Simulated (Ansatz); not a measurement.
Isolated molecules relaxed with PBE0-D4/def2-TZVP in Ansatz; ΔE leaves out vibrations. CCSD(T)/CBS is the MP2 limit (def2-TZVPP, def2-QZVPP) plus CCSD(T) − MP2 in def2-TZVPP, frozen cores. This one scheme is used for every species. DFT in def2-TZVPP. B3LYP here is the variant with VWN-RPA as its local correlation; programs differ in this. For Zn outer-core shells are correlated without core-valence functions, which leaves a few kJ/mol of doubt a bond. Scalar relativity is left out up to krypton.

`B[S][ZnH]` + CH₃NH₂ → `C[NH][ZnH]` + `BS`  (ligand exchange at a Zn–S bond)

Task: Is it downhill or uphill in electronic energy at CCSD(T)/CBS, and by how much? (Best estimate.)

Result: Computed: Uphill: ΔE = +82.0 kJ/mol.

Task: What do these levels give: LDA (SPW92), B3LYP-D4, r2SCANh-D4, CAM-B3LYP-D4, B2PLYP, PBE0, RPA@PBE/def2-TZVPP, CCSD/def2-SVP, CCSD(T)/def2-SVP, SCS-MP2/def2-TZVPP, CCSD/def2-TZVPP, SCS-MP2/def2-QZVPP? (An estimate is asked.)

Result: The calculation gave: LDA (SPW92) 71.5, B3LYP-D4 75.3, r2SCANh-D4 82.9, CAM-B3LYP-D4 71.9, B2PLYP 75.2, PBE0 84.4, RPA@PBE/def2-TZVPP 71.3, CCSD/def2-SVP 82.8, CCSD(T)/def2-SVP 83.0, SCS-MP2/def2-TZVPP 75.2, CCSD/def2-TZVPP 77.9, SCS-MP2/def2-QZVPP 77.5 kJ/mol.

Task: What do rigid-rotor, harmonic-oscillator terms from PBE0-D4/def2-TZVP frequencies (298.15 K, 1 bar) make of the CCSD(T)/CBS value? (Estimate.)

Result: The calculation gave: ΔZPE = -8.5 kJ/mol, ΔH = +73.6 kJ/mol, ΔS = 3 J/(mol·K), ΔG = +72.6 kJ/mol.

Largest T1 diagnostic among the species: 0.017.

Leaving LDA and LC-ωPBE aside and taking each functional with its dispersion term where it has one, the values, not all of them listed here, spread over 17.6 kJ/mol, from BLYP-D4 to r2SCAN0-D4. LDA lies −5.6 kJ/mol from PBE without D4. From BLYP to BHLYP (50 % exact exchange), in def2-TZVPP and without D4, ΔE moves by +13.3 kJ/mol.
